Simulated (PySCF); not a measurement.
Isomers of C7H9NO2, mass 139.063 u with the commonest isotopes. Theory: PBE0/pcSseg-1 in PySCF (dipole) on a GFN2-xTB geometry, gas phase. One conformer each, none proved a minimum here; rigid rotors.

Question: Order these by rotational constant A, smallest first.
A. `[CH3:1][CH2:2][O:3][c:4]1[cH:5][cH:6][n+:7]([O-:8])[cH:9][cH:10]1` with C1–C2–O3–C4 -79°, C2–O3–C4–C5 -2°
B. `[CH3:1][N:2]([CH3:3])[C:4](=[O:5])[C@H:6]1[CH:7]=[CH:8][C:9]1=[O:10]` with C1–N2–C4–O5 180°, N2–C4–C6–C7 -175°
C. `[CH3:1][C:2](=[O:3])[O:4][C@@H:5]1[CH2:6][CH2:7][C@H:8]1[C:9]#[N:10]` with C1–C2–O4–C5 -178°, C2–O4–C5–C6 -121°, O4–C5–C6–C7 -129°, C5–C6–C7–C8 13°, C6–C7–C8–C9 -132°, O4–C5–C8–C7 130°
D. `[O:1]=[CH:2]/[CH:3]=[C:4]1/[CH2:5][C@@H:6]1[CH2:7][NH:8][CH:9]=[O:10]` with O1–C2–C3–C4 -12°, C5–C6–C7–N8 -156°, C6–C7–N8–C9 -119°, C7–N8–C9–O10 -5°

Answer: D (2088 MHz), C (2190 MHz), B (2318 MHz), A (3812 MHz).

Question: Order these by rotational constant B, largest first.
A. `[CH3:1][C:2](=[O:3])[O:4][C@@H:5]1[CH2:6][CH2:7][C@H:8]1[C:9]#[N:10]` with C1–C2–O4–C5 -178°, C2–O4–C5–C6 -121°, O4–C5–C6–C7 -129°, C5–C6–C7–C8 13°, C6–C7–C8–C9 -132°, O4–C5–C8–C7 130°
B. `[O:1]=[CH:2]/[CH:3]=[C:4]1/[CH2:5][C@@H:6]1[CH2:7][NH:8][CH:9]=[O:10]` with O1–C2–C3–C4 -12°, C5–C6–C7–N8 -156°, C6–C7–N8–C9 -119°, C7–N8–C9–O10 -5°
C. `[CH2:1]=[CH:2][C@H:3]([CH2:4][C:5]#[N:6])[O:7][C:8]([CH3:9])=[O:10]` with C1–C2–C3–C4 -108°, C2–C3–C4–C5 58°, C2–C3–O7–C8 -158°, C3–O7–C8–C9 177°
D. `[CH3:1][N:2]([CH3:3])[C:4](=[O:5])[C@H:6]1[CH:7]=[CH:8][C:9]1=[O:10]` with C1–N2–C4–O5 180°, N2–C4–C6–C7 -175°
E. `[CH3:1][CH2:2][O:3][c:4]1[cH:5][cH:6][n+:7]([O-:8])[cH:9][cH:10]1` with C1–C2–O3–C4 -79°, C2–O3–C4–C5 -2°

Answer: D (1087 MHz), B (879.8 MHz), A (825.4 MHz), C (796.8 MHz), E (743.7 MHz).

Question: Order these by dipole moment, largest first.
A. `[CH3:1][CH2:2][O:3][c:4]1[cH:5][cH:6][n+:7]([O-:8])[cH:9][cH:10]1` with C1–C2–O3–C4 -79°, C2–O3–C4–C5 -2°
B. `[CH3:1][N:2]([CH3:3])[C:4](=[O:5])[C@H:6]1[CH:7]=[CH:8][C:9]1=[O:10]` with C1–N2–C4–O5 180°, N2–C4–C6–C7 -175°
C. `[O:1]=[CH:2]/[CH:3]=[C:4]1/[CH2:5][C@@H:6]1[CH2:7][NH:8][CH:9]=[O:10]` with O1–C2–C3–C4 -12°, C5–C6–C7–N8 -156°, C6–C7–N8–C9 -119°, C7–N8–C9–O10 -5°
D. `[CH2:1]=[CH:2][C@H:3]([CH2:4][C:5]#[N:6])[O:7][C:8]([CH3:9])=[O:10]` with C1–C2–C3–C4 -108°, C2–C3–C4–C5 58°, C2–C3–O7–C8 -158°, C3–O7–C8–C9 177°
E. `[CH3:1][C:2](=[O:3])[O:4][C@@H:5]1[CH2:6][CH2:7][C@H:8]1[C:9]#[N:10]` with C1–C2–O4–C5 -178°, C2–O4–C5–C6 -121°, O4–C5–C6–C7 -129°, C5–C6–C7–C8 13°, C6–C7–C8–C9 -132°, O4–C5–C8–C7 130°

Answer: C (5.72 D), A (5.39 D), E (5.08 D), D (4.53 D), B (2.49 D).

```csv
SMILES,point group,Ia (u·Å²),Ib (u·Å²),Ic (u·Å²),κ,μa (D),μb (D),μc (D)
CN(C)C(=O)[C@H]1C=CC1=O,C1,218.00,465.13,605.84,-0.66,0.65,0.49,2.35
CCOc1cc[n+]([O-])cc1,C1,132.59,679.54,770.84,-0.94,5.38,0.17,0.36
C=C[C@H](CC#N)OC(C)=O,C1,220.76,634.29,770.25,-0.83,3.36,2.22,2.07
CC(=O)O[C@@H]1CC[C@H]1C#N,C1,230.73,612.32,729.21,-0.82,1.55,4.20,2.41
O=C/C=C1/C[C@@H]1CNC=O,C1,242.02,574.44,788.07,-0.67,5.59,1.17,0.35
```
